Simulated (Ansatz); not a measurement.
Calculated with Ansatz (gas phase, PBE0-D4/def2-TZVP geometries, no zero-point term in ΔE). CCSD(T)/CBS is the MP2 limit (def2-TZVPP, def2-QZVPP) plus CCSD(T) − MP2 in def2-TZVPP, frozen cores. This one scheme is used for every species. DFT in def2-TZVPP. B3LYP here is the variant with VWN-RPA as its local correlation; programs differ in this. One conformer a species, not always the lowest.

`O[SiH](O)C#C[SiH3]` + H₂ → `O[SiH2]C#C[SiH3]` + H₂O  (hydrogenolysis of the Si–O bond)

```csv
level,ΔE (eV)
B3LYP,0.92
MP2/def2-QZVPP,1.01
```

Q: What does CCSD(T)/CBS give? (An estimate is asked.)

A: Ansatz gave: +0.95 eV. The listed levels differ from it by -0.03, 0.06 eV.

Largest T1 diagnostic among the species: 0.013.

At CCSD(T), def2-SVP lies −0.13 eV from the extrapolated value and def2-TZVPP +0.01 eV. In def2-TZVPP, CCSD(T) changes the Hartree–Fock value by +0.07 eV (the triples alone add +0.03 eV) and MP2 by +0.12 eV.
